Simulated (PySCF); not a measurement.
Assignment exercise: C₇H₁₇NSi

Geometry:
```tsv
atom	x (Å)	y (Å)	z (Å)
C1	2.235	0.790	0.602
C2	1.570	0.320	-0.692
C3	2.628	-0.240	-1.641
Si4	0.220	-0.990	-0.372
C5	-1.403	-0.247	0.361
C6	-1.980	0.814	-0.576
C7	-2.416	-1.380	0.536
C8	-1.074	0.313	1.707
N9	-0.963	1.506	2.083
H10	2.728	-0.045	1.098
H11	2.988	1.548	0.390
H12	1.509	1.215	1.291
H13	1.126	1.196	-1.176
H14	3.117	-1.102	-1.194
H15	2.181	-0.552	-2.581
H16	3.389	0.510	-1.854
H17	0.725	-2.018	0.547
H18	-0.164	-1.626	-1.641
H19	-1.272	1.622	-0.749
H20	-2.893	1.239	-0.157
H21	-2.224	0.371	-1.540
H22	-3.352	-0.993	0.940
H23	-2.628	-1.856	-0.419
H24	-2.038	-2.138	1.217
H25	-0.884	-0.438	2.471
H26	-1.146	2.205	1.363
```

How the numbers were obtained: PBE0/pcSseg-1 with gauge-including orbitals, geometry from GFN2-xTB, in PySCF 2.14 (non-relativistic Hamiltonian, rapidly exchanging positions averaged, isolated molecule, single conformer).

Referencing at the same level of theory: 13C, 1H against TMS.

(1) Assign these signals to the numbered atoms. 13C{1H} NMR (computed): δ 184.6, 35.6, 22.1, 22.0, 14.6.

(2) Assign these signals to the numbered atoms. 1H NMR (300 MHz, computed): δ 10.62 (br s, 1H), 8.03 (s, 1H), 3.78 (d, 2H), 1.15 (s, 6H), 1.06 (m, 6H), 0.93 (m, 1H).

## Answers

(1) 
184.6 → C8, carbon bonded to C, N, H
35.6 → C5, carbon bonded to 3 C, Si
22.1 → C6/C7, carbon bonded to C, 3 H
22.0 → C1/C3, carbon bonded to C, 3 H
14.6 → C2, carbon bonded to 2 C, Si, H

C6/C7 and C1/C3 lie closer than the usual error of such a calculation, so a measured spectrum could show them in the other order.

(2) 
| δ (ppm) | atoms | environment | reason |
| --- | --- | --- | --- |
| 10.62 | H26 | hydrogen on a nitrogen bonded to C | – |
| 8.03 | H25 | hydrogen on a carbon bonded to C, N | – |
| 3.78 | H17/H18 | hydrogen on a silicon bonded to 2 C | – |
| 1.15 | H19/H20/H21/H22/H23/H24 | hydrogen on a carbon bonded to C | – |
| 1.06 | H10/H11/H12/H14/H15/H16 | hydrogen on a carbon bonded to C | – |
| 0.93 | H13 | hydrogen on a carbon bonded to 2 C, Si | – |

H19/H20/H21/H22/H23/H24 and H10/H11/H12/H14/H15/H16 lie closer than the usual error of such a calculation, so a measured spectrum could show them in the other order.

OH/NH shifts are gas-phase values; hydrogen bonding in solution moves them, usually downfield. Shifts are as computed. Against solution values, carbons near 30 ppm lie about +3 ppm off and those near 130 ppm about +5 ppm. Of 1211 compounds with measured shifts, 218 miss one by over three times the rms of a fit or turn the order of signals round; such compounds aren't used in these exercises. Multiplicities follow the n + 1 count of equivalent neighbours, as no J values were calculated; m marks all less simple cases, F and P coupling included.
